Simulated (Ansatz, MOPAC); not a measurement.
Molecule: GeI (charge +1, singlet). SMILES of the parent species: [Ge][I]

Atoms: Ge1, I2. Bonds: Ge1-I2.

Bond lengths (Å) and angles (degrees) optimised at PM7 with MOPAC; HF/LANL2DZ with Ansatz (a quantum-chemistry and plane-wave program); B3LYP/LANL2DZ with Ansatz; MP2/LANL2DZ with Ansatz, each started from the B3LYP-D3(BJ)/def2-TZVP structure (Ansatz) of the last column. A row stands for all coordinates that are equal there.

```tsv
coordinate	PM7	HF/LANL2DZ	B3LYP/LANL2DZ	MP2/LANL2DZ	B3LYP-D3(BJ)/def2-TZVP
Ge1-I2	2.250	2.500	2.518	2.522	2.421
```

Mean signed difference of all 1 bond lengths from B3LYP-D3(BJ)/def2-TZVP: PM7 -0.170 Å, HF/LANL2DZ 0.079 Å, B3LYP/LANL2DZ 0.097 Å, MP2/LANL2DZ 0.101 Å.
